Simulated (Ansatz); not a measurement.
ClGeH$_{4}$Sn (`[Cl][SnH][GeH3]`) radical. Total charge 0; spin multiplicity 2. Sn takes the def2 core potential.

```xyz
7

Cl    0.7593   -0.3975    2.8159
Sn    1.4400   -0.2634    0.5647
Ge   -0.7241    0.5189   -0.7146
H     1.9228   -1.8860    0.2107
H    -1.8623   -0.4874   -0.4813
H    -1.1236    1.8993   -0.1792
H    -0.4121    0.6161   -2.2163
```

(1) List the harmonic frequencies (cm⁻¹, unscaled) at PBE0-D4/def2-TZVP in Ansatz. (An estimate is asked.)

(2) Is this a minimum?

(3) Give the ideal-gas thermochemistry at 298.15 K and 1 bar (rigid rotor, harmonic oscillator; point group C1, symmetry number 1).

Results:

(1) Computed: 57, 67, 203, 337, 354, 423, 489, 543, 759, 868, 874, 1832, 2140, 2158, 2173.

(2) Yes, all 15 modes are real.

(3) Zero-point energy 79.4 kJ/mol; H(298) − E = 99.4 kJ/mol; entropy 369.6 J/(mol·K), of which translation 176.7, rotation 120.4, vibration 66.7, electronic 5.8; G(298) − E = -10.8 kJ/mol. Modes under 100 cm⁻¹ are hindered rotations or soft bends, so the harmonic entropy is rough.
